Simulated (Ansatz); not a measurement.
`[F][In]([F])[SeH]` + HCl → `[F][In]([F])[Cl]` + H₂Se at 600 K and 1 bar (ligand exchange at the In–Se bond).

Computed with Ansatz on PBE0-D4/def2-TZVP structures; ΔE is electronic, products minus reactants. CBS: MP2 limit from def2 TZ/QZ plus the TZ coupled-cluster correction, frozen cores. This one scheme is used for every species. Elements past krypton have def2 core potentials. For In, Se outer-core shells are correlated without core-valence functions, which leaves a few kJ/mol of doubt a bond. Scalar relativity is left out up to krypton. One conformer a species, not always the lowest.

```tsv
species	CCSD(T)/CBS energy (Eh)	H − E (kJ/mol)	S (J/(mol·K))
`[F][In]([F])[SeH]`	-2790.80080	77.5	422.4
HCl	-460.38127	35.4	207.2
`[F][In]([F])[Cl]`	-849.27843	52.1	382.3
H₂Se	-2401.89790	57.0	244.8
```

H − E and S are ideal-gas, rigid-rotor, harmonic terms from PBE0-D4/def2-TZVP, for one conformer and one mirror image of each species. 1 Eh = 2625.50 kJ/mol, R = 8.31446 J/(mol·K).

Task: By hand: ΔE, ΔH, ΔS and ΔG.

Result: ΔE = (-849.27843) + (-2401.89790) − (-2790.80080) − (-460.38127) = 0.00574 Eh = 15.1 kJ/mol. Δ(H − E) = 52.1 + 57.0 − 77.5 − 35.4 = -3.8, so ΔH = 11.3 kJ/mol. ΔS = 382.3 + 244.8 − 422.4 − 207.2 = -2.5 J/(mol·K). ΔG = 11.3 − 600 × (-2.5)/1000 = 12.8 kJ/mol.

Task: By hand: the equilibrium constant, and the temperature at which ΔG would vanish if ΔH and ΔS stayed fixed.

Result: log₁₀ K = −ΔG/(RT ln 10) = -1.1. ΔH and −TΔS have one sign here, so there is no such temperature.

The number of gas molecules stays the same, so ΔS is small and ΔH decides. A doubt of 5 kJ/mol in ΔE shifts log₁₀ K by 0.4 here. Other conformers and mirror images would add mixing entropy, several J/(mol·K) or more a flexible species. These are equilibria of isolated gas molecules and say nothing of rates. Largest T1 diagnostic: 0.016 (customary marks: 0.02 for closed shells, 0.045 for open ones).

ΔS is within the doubt of such terms, so its sign, and with it that verdict, could turn.
